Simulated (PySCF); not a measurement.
C9H12O2S.
InChI=1S/C9H12O2S/c1-3-7-6-9(2)5-4-8(7)12(9,10)11/h1,7-8H,4-6H2,2H3/t7-,8-,9+/m1/s1

The closed-shell ground state was solved at several levels (PySCF, density fitting, gas phase, non-relativistic). Geometry: PBE0-D3(BJ)/def2-SVP; no solvent, vibrations or thermal averaging.

```tsv
level	basis functions	total energy (Eh)	HOMO (eV)	LUMO (eV)	gap (eV)	dipole (D)
PBE0/pcSseg-1	271	-897.9086	-7.72	0.45	8.17	4.60
CAM-B3LYP/def2-SVPD	349	-897.9938	-9.12	0.93	10.05	4.95
```

Problem. What might wB97X-D/pcSseg-1 (271 basis functions) give for the same quantities?

Solution. Total energy -898.4460 Eh, HOMO -9.55 eV, LUMO 2.24 eV, gap 11.79 eV, dipole 4.73 D.

Problem. Over all these levels, which gives the widest orbital gap and which the narrowest?

Solution. wB97X-D/pcSseg-1 (range-separated hybrid) has the widest, 11.79 eV, and PBE0/pcSseg-1 (global hybrid, 25 % exact exchange) the narrowest, 8.17 eV. The two share the basis. From the narrowest to the widest the HOMO moves by -1.83 eV and the LUMO by +1.79 eV.

Problem. How far do the dipole and the HOMO energy spread over the levels?

Solution. The dipole runs from 4.60 to 4.95 D (mean 4.76 D) and the HOMO from -9.55 to -7.72 eV.

Note: wB97X-D ran without an empirical dispersion term, which enters the total energy and its gradient alone.
